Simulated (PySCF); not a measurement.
**Correlation energy of Bi⁺ (bismuth, charge +1)**

[Xe] 4f14 5d10 6s1 6p2 6d1, one real determinant (an excited configuration). Calculation: PySCF 2.14, in x2c-TZVPPall with one added diffuse shell each of s, p, d, f type (12s8p7d4f, 99 functions); the spin-free X2C one-electron Hamiltonian (Gaussian nucleus). Frozen: [Xe] 4f14 5d10; 4 electrons correlated.

```csv
level,correlation energy (mhartree)
CCSD,-26.23
(T),-2.43
CCSD(T),-28.66
```

Diagnostics: T1 = 0.025, D1 = 0.0680, largest double amplitude 0.358.

Problem. Is a single reference adequate?

Solution. Not fully. The real determinant used has ⟨L²⟩ near 8 against 12 for a pure F term, so it mixes terms. Spin-orbit coupling is strong in this species (close to jj coupling), so the high-spin LS determinant is a model state, not a physical level. The outer electron is Rydberg-like, and this basis confines it to a smaller radius and binds it less than a complete one would. A double-excitation amplitude exceeds 0.15, a sign of near-degeneracy.

The reference is one real determinant that mixes LS terms of this configuration.

Spin-orbit coupling is strong in this species, so the high-spin LS determinant is a model state.
